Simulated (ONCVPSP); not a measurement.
niobium (Nb): one change to an ONCV potential, before and after

```json
{
 "Element": "Nb (Z = 41)",
 "Generator": "ONCVPSP 4.0.1",
 "Type": "optimised norm-conserving Vanderbilt (ONCV)",
 "Functional": "PBEsol",
 "Relativity": "scalar-relativistic",
 "Frozen core": "[Ar] 3d10",
 "Valence charge": "13",
 "Reference configuration": "4s2 4p6 4d4 5s1",
 "Partial waves": "4s+5s: rc 1.85 bohr, ncon 3, nbas 6, qcut 5.6 1/bohr, 2 projectors; 4p: rc 2.00 bohr, ncon 3, nbas 7, qcut 5.7 1/bohr, 1 projector; 4d: rc 2.20 bohr, ncon 4, nbas 8, qcut 6.1 1/bohr, 2 projectors, debl 1.4 Ha",
 "Local potential": "polynomial inside 1.30 bohr (lpopt 5, dvloc0 2 Ha)",
 "Core correction": "Teter function, fcfact 2.75, rcfact 1.1"
}
```

Change: s: rc 2.58.

Cutoffs: the cutoffs (Ha) at which the residual kinetic energy of the hardest occupied pseudo-wave falls to 1 and 0.1 mHa per electron; they do not see the model core or the augmentation charge, which bear on the density cutoff. Errors are all-electron minus pseudo energies relative to the spin-unpolarised reference configuration.

Task: What does the change do?

Result: The potential gets neither clearly harder nor softer (14 Ha and 16 Ha → 14 Ha and 16 Ha); the d channel sets the loose cutoff, while the largest relative change is in s, which becomes softer; of the 3 tests that both files solve, the error grows in 2 and shrinks in 0 by more than 15 % and 0.3 meV (median size 0.7 → 1.2 meV); neither file shows a bound ghost.

```csv
quantity,base,changed
"cutoff, loose",14 Ha,14 Ha
"cutoff, tight",16 Ha,16 Ha
loose cutoff by channel,"s 11 Ha, p 11 Ha, d 14 Ha","s 6.0 Ha, p 11 Ha, d 14 Ha"
bound ghosts,none,none
GHOST(+) flags under 300 eV,none,none
tests with a reliable result,3 of 4,3 of 4
"error for 4s2 4p6 4d4 5s0, meV [ΔE 6.65 eV]",-2.2,-2.9
"error for 4s2 4p6 4d3 5s0, meV [ΔE 20.68 eV]",-0.5,-1.2
"error for 4s2 4p6 4d4 5s0.5, meV [ΔE 2.65 eV]",-0.7,-0.9
p: phases at 2.03 bohr within 0.05 rad from the reference energy up to (Ha; the scan ends near 5),0.5,0.5
d: phases at 2.24 bohr within 0.05 rad from the reference energy up to (Ha; the scan ends near 5),to the end of the scan,to the end of the scan
"rms error of d²Exc/dni dnj with the model core, mHa",1.00,1.51
```
